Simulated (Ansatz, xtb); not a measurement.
**Relaxing a trial structure of C2H3Al2**

The starting geometry of this gas-phase doublet was built from a drawn formula by distance geometry and a force field; its bonds are those of `[H]/[C]=[CH]/[AlH][Al]`.

```xyz
7

C     0.4132   -1.1909    2.0691
C     0.5605   -0.3378    1.0841
Al    1.4343   -0.8891   -0.6126
Al    2.3963   -3.1819   -0.7514
H    -0.1177   -0.8429    2.9737
H     0.1331    0.6884    1.0967
H     1.6194    0.0995   -1.7940
```

Question: Predict what it relaxes into with r2SCAN-D4/def2-SVP.

Answer: It rearranges to `[CH]1=[CH][AlH][Al]1`. Contacts that close: C1–Al4 (3.98 → 1.99 Å).

The energy falls by 2.45 eV over 21 steps:

```
step  E − E(last) (eV)
   1             2.451
   3             2.113
   5             2.009
   8             1.611
  10             0.554
  12             0.056
  14             0.012
  17             0.001
  19             0.000
  21             0.000
```

Final geometry (Å):

```tsv
atom	x (Å)	y (Å)	z (Å)
C	0.5638	-1.4768	1.5533
C	0.7880	-0.2633	0.9595
Al	1.5144	-0.6239	-0.8387
Al	1.8833	-2.6649	0.6474
H	-0.0584	-1.5604	2.4605
H	0.4415	0.6741	1.4339
H	1.3067	0.2606	-2.1503
```

From the same start GFN2-xTB reaches the same bonding as this run.

The end wasn't checked by frequencies. Open shells are spin-unrestricted. Run with Ansatz 0.2.0, 3.8 min on 1 thread of Intel(R) Xeon(R) Platinum 8259CL CPU @ 2.50GHz (Skylake/Cascade Lake), on a shared host.
